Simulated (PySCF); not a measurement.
Computed structure and properties of LuO(OH)

System: LuO(OH) (singlet in the valence; each metal's 4f electrons, 14 of them, lie in its core potential, out of spins and levels); start: template (C1). Method: PySCF 2.14.0, RKS PBE0, Lu lcecp-1-SVP with ECP60, O def2-SVP, H def2-SVP; non-relativistic Hamiltonian with scalar-relativistic core potentials where named; density fitting; no spin-orbit coupling.

Input of the relaxation:

```python
mol = gto.M(atom='''
Lu     0.03738    -0.00044    -0.12584
O      1.64828    -0.00044     0.59506
O     -1.87832    -0.00044     0.73146
H     -2.83792     0.09016     0.79056''',
    basis={'Lu': 'lcecp-1-SVP', 'O': 'def2-SVP', 'H': 'def2-SVP'},
    ecp={'Lu': 'lcecp-1-SVP'},
    charge=0, spin=0)
mf = dft.RKS(mol, xc='PBE0')
mf.grids.atom_grid = (50, 194)  # f atoms: unpruned, at least (60, 302)
mf = mf.density_fit()  # fitting sets: Lu AutoAux, O def2-universal-JKFIT, H def2-universal-JKFIT
mf.conv_tol = 1e-08; mf.max_cycle = 55
mf.kernel(dm0)  # dm0: converged density of the start geometry
# quasi-Newton relaxation in Cartesian coordinates to a largest gradient under 0.00045 Eh/bohr, steps kept in the point group
```

Run from Python with OMP_NUM_THREADS=2; the lines above give its settings. Where DIIS fails, smearing, a level shift and second-order steps follow.
It took 28 s on 2 threads of Arm Neoverse V2 (shared host), from the converged density of the start.

Course of the relaxation:

```
step  energy above end (eV)  largest force component within the symmetry (eV/Å)
   0                 0.4079                                               2.913
   1                 0.2717                                               0.561
   2                 0.2078                                               0.793
   3                 0.1828                                               1.700
   4                 0.1540                                               1.533
   5                 0.1191                                               0.526
   6                 0.0813                                               0.607
   7                 0.0718                                               1.417
  13                 0.0031                                               0.087
  14                 0.0020                                               0.106
  15                 0.0008                                               0.149
  16                 0.0002                                               0.073
  17                 0.0000                                               0.015
  18                 0.0000                                               0.003
```
(The steps between are left out.)

Relaxed geometry (Cs):

```xyz
4

Lu   -0.0253   -0.0511   -0.3966
O     1.2407    0.0362    0.8990
O    -1.8971    0.0202    0.3225
H    -2.3489    0.0835    1.1664
```

```tsv
contact	Å
Lu1–O2 (O)	1.814
Lu1–O3 (OH)	2.006
```

On the finer grid (75, 302):

- HOMO: -6.32 eV
- LUMO: -2.40 eV
- Dipole about the centre of mass: 6.26 D
- Set of Mulliken populations of Lu1 outside the core potential: s 2.24, p 6.32, d 1.61, f 0.07
- D3(BJ) dispersion energy (not in the energies): -0.042 eV

```json
{"atom": "Lu1", "Mulliken (e)": "0.76", "Löwdin (e)": "0.54", "spin (e)": "0.00"}
{"atom": "O2", "Mulliken (e)": "-0.45", "Löwdin (e)": "-0.37", "spin (e)": "0.00"}
{"atom": "O3", "Mulliken (e)": "-0.51", "Löwdin (e)": "-0.26", "spin (e)": "0.00"}
{"atom": "H4", "Mulliken (e)": "0.20", "Löwdin (e)": "0.09", "spin (e)": "0.00"}
```

The 4f levels lie in the core potential and are missing.

On the grid (50, 194), as all that follows. Harmonic modes: a minimum; lowest 156 cm⁻¹ (negative: unstable), highest 3970 cm⁻¹, zero-point energy 0.403 eV.

Rigid scan of O along the line from its metal:

```tsv
distance to O2 (Å)	energy (eV)
1.51	2.687
1.61	1.013
1.71	0.216
1.81	0.000
1.91	0.158
2.01	0.547
2.11	1.067
2.26	1.956
```

Taking off one OH (charge -1, singlet; the rest: singlet) in vacuum, both parts rigid, costs 11.58 eV; the small basis without counterpoise inflates it. Most of it is the attraction of opposite charges; other ways to part are cheaper, and one spin state was tried for the rest.

Rigid scan of OH along the line from its metal:

(distance to O3 (Å), energy (eV)): (1.71, 1.505), (1.81, 0.568), (1.91, 0.121), (2.01, 0.000), (2.11, 0.090), (2.21, 0.313), (2.41, 0.962), (2.71, 2.059), (3.11, 3.314), (3.61, 4.374)

One start shape was tried, so this needn't be the lowest isomer.

An lcecp potential fixes the number of 4f electrons, so in runs with it no electron can move into or out of that shell.
